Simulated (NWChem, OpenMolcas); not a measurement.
## SnNH2F (SMILES [NH2][Sn][F]): the vertical energy of the triplet above the singlet from total energies

SnNH2F has 5 atoms, charge 0, and is taken as a singlet. SMILES: `[NH2][Sn][F]`. Geometry: relaxed at PBE0-D4/def2-TZVP. This is one conformer, not always the lowest.

Both states at this one shape; open shells run unrestricted unless said. 1 Eh = 27.2114 eV.

| level | program | singlet SnNH2F (Eh) | triplet SnNH2F (Eh) |
| --- | --- | --- | --- |
| HF/3-21G | NWChem | -6150.554556 | -6150.450508 |
| PBE/def2-SVP (core potential) | OpenMolcas | -369.861810 | -369.728422 |
| revPBE/def2-SVP (core potential) | OpenMolcas | -370.020314 | -369.888912 |
| TPSS/def2-SVP (core potential) | OpenMolcas | -369.949091 | -369.803825 |

Q: Work out the vertical gap, second state less first, at each level.

A: 
1. HF/3-21G: -6150.450508 − (-6150.554556) = 0.104048 Eh = 2.83 eV.
2. PBE/def2-SVP (core potential): -369.728422 − (-369.861810) = 0.133388 Eh = 3.63 eV.
3. revPBE/def2-SVP (core potential): -369.888912 − (-370.020314) = 0.131402 Eh = 3.58 eV.
4. TPSS/def2-SVP (core potential): -369.803825 − (-369.949091) = 0.145266 Eh = 3.95 eV.

No measured value is set beside it here; the levels span 2.83 to 3.95 eV. Hartree–Fock favours the state with fewer electron pairs, since it lacks pair correlation. Spin-orbit coupling, which splits open shells on such heavy atoms by tenths of an eV, is left out. All-electron rows are non-relativistic unless named.
